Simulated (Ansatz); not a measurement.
Conformers of CH₆F₂Si₂, SMILES `F[SiH2]C[SiH2]F`, each relaxed with PBE0-D4/def2-TZVP in Ansatz. CBS adds the triple-zeta coupled-cluster correction to the MP2 limit.

Not all of them had a frequency check.

Conformer A:

Cartesian coordinates in Å:
```
F 1.511 2.456 -0.339
Si 0.461 1.463 0.355
C 0.535 -0.188 -0.493
Si -0.822 -1.377 -0.056
F -0.951 -1.459 1.541
H -0.885 2.070 0.206
H 0.829 1.353 1.785
H 1.507 -0.652 -0.292
H 0.474 -0.017 -1.575
H -0.534 -2.746 -0.548
H -2.124 -0.903 -0.585
```

Conformer B:

```xyz
11

F    -0.458   -2.833   -0.525
Si    0.328   -1.440   -0.620
C    -0.608   -0.153    0.335
Si    0.122    1.553    0.372
F    -0.830    2.509    1.236
H     0.423   -1.080   -2.055
H     1.681   -1.653   -0.051
H    -0.709   -0.502    1.369
H    -1.617   -0.082   -0.088
H     0.211    2.129   -0.992
H     1.457    1.552    1.018
```

Problem. Which is lowest in electronic energy at CCSD(T)/CBS (frozen core, def2 sets), and by how much? (An estimate is asked.)

Solution. Ansatz gave: A; B lies 0.8 kJ/mol higher. Gaps under about 2 kJ/mol don't settle the order.

Problem. Give the energies relative to A (kJ/mol) with ωB97X-V/def2-TZVPP, PBE/def2-TZVPP, B3LYP/def2-TZVPP, HF/def2-TZVPP, CCSD/def2-TZVPP, CCSD(T)/def2-TZVPP, CCSD/CBS(def2). (An estimate is asked.)

Solution. Ansatz gave: 
```
             level    B
ωB97X-V/def2-TZVPP  1.1
    PBE/def2-TZVPP  0.7
  B3LYP/def2-TZVPP  0.7
     HF/def2-TZVPP  0.6
   CCSD/def2-TZVPP  0.8
CCSD(T)/def2-TZVPP  0.8
    CCSD/CBS(def2)  0.8
```

B3LYP here is the variant with VWN-RPA as its local correlation; programs differ in this.
